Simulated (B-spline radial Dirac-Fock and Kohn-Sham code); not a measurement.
**X-ray emission lines of Ir¹⁷⁺**

System: iridium as Ir¹⁷⁺, configuration [Kr] 4d10 4f12 5s2 (tabulated as the ground configuration, which this calculation does not bear out).

Input of the calculation (task.json; shells as n, l, electrons):

```json
{"items": [{
  "Z": 77,
  "q": 17,
  "cfg": [[1, 0, 2], [2, 0, 2], [2, 1, 6], [3, 0, 2], [3, 1, 6], [3, 2, 10], [4, 0, 2], [4, 1, 6], [4, 2, 10], [4, 3, 12], [5, 0, 2]],
  "A": 193,
  "rrms": 5.4032,
  "do": ["binding"]
}]}
```

Command: `python xray_run.py task.json out`

The computed values come from a B-spline atomic structure program: Dirac-Fock energy differences between relaxed states, corrected for Breit and QED terms. A line energy is the difference of two single-hole energies; the list is a selection of electric-dipole transitions between resolved j subshells. No correlation.

| line | energy (keV) | wavelength (Å) |
| --- | --- | --- |
| Kβ2' | 75.635 | 0.16392 |
| Kβ2'' | 75.548 | 0.16411 |
| Kβ1 | 73.561 | 0.16855 |
| Kβ3 | 73.204 | 0.16937 |
| Kα1 | 64.896 | 0.19105 |
| Kα2 | 63.286 | 0.19591 |
| Lγ3 | 12.950 | 0.95741 |
| Lγ2 | 12.863 | 0.96387 |
| Lγ1 | 12.535 | 0.98907 |
| Lγ5 | 12.148 | 1.0206 |
| Lβ7 | 11.200 | 1.1070 |
| Lβ2 | 10.942 | 1.1331 |
| Lβ15 | 10.926 | 1.1348 |
| Lβ3 | 10.876 | 1.1400 |
| Lβ1 | 10.713 | 1.1573 |
| Lβ6 | 10.538 | 1.1765 |
| Lβ4 | 10.519 | 1.1787 |
| Lη | 9.6508 | 1.2847 |
| Lα1 | 9.1791 | 1.3507 |
| Lα2 | 9.1035 | 1.3619 |
